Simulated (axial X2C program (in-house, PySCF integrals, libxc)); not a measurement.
**Working with the constants of NaBr**

A bond curve at the CCSD(T) level, two-component, was computed with an axial X2C code built on PySCF integrals (basis Br dyall-cv3z [8s9p6d4f1g], Na dyall-cv3z [9s8p5d2f] (cores contracted in-house)) for the state Ω = 0 (closed shell). Its fit gives Re = 2.5356 Å, ωe = 291.1 cm⁻¹, ωexe = 1.13 cm⁻¹ and αe = 9.030e-04 cm⁻¹; the masses are 78.9183 and 22.9898 u. Two-component means X2C with spin–orbit coupling and atomic mean-field Coulomb and Gaunt terms.

Correlated methods: 8 electrons correlated (number of frozen shells: Br 3 s, 2 p, 1 d; Na 2 s, 1 p), 234 virtual spin orbitals or spinors in MP2, 72 natural virtuals in coupled cluster.

(1) Find the reduced mass, Be and the force constant.

(2) Estimate the centrifugal constant by the Kratzer relation.

(3) Give B0, the J = 1←0 line in GHz and the most populated J at 300 K (kT = 208.5 cm⁻¹).

(4) A Morse curve ties αe to the other constants (Pekeris). How well does that hold?

(5) Estimate De from a Morse curve and compare with the computed well depth of 3.551 eV to Br + Na.

The state is one determinant whose occupation by symmetry is held fixed; it was picked as the lowest of a PBE0 search that is not exhaustive. De is counted from the lowest determinant-based energies of the atoms at the same level, without counterpoise correction. CCSD and (T) use frozen natural virtuals with an MP2 correction for the truncation; (T) itself is uncorrected, so its De runs slightly low. With the outer-core shells frozen, correlated bond lengths of heavy atoms tend to come out a few hundredths of an ångström too long.

## Answers

(1) From the CCSD(T) values: μ = 17.8035 u. Be = 16.8576/(μ Re²) = 0.1473 cm⁻¹. k = 5.8918×10⁻⁷ μ ωe² = 0.889 mdyn/Å.

(2) D = 4Be³/ωe² = 1.51e-07 cm⁻¹.

(3) B0 = Be − αe/2 = 0.1468 cm⁻¹; 2B0 = 8.803 GHz; J(max) ≈ √(kT/2B0) − 1/2 = 26.1, so J = 26.

(4) αe(Morse) = 6Be²/ωe × (√(ωexe/Be) − 1) = 7.913e-04 cm⁻¹; the CCSD(T) curve gives 9.030e-04 cm⁻¹, a ratio of 0.88.

(5) De(Morse) = ωe²/(4ωexe) = 2.324 eV against 3.551 eV computed, a ratio of 0.65. The extrapolation falls short: long-range attraction (ionic or ion–induced dipole) or a change of character along the curve can cause this.
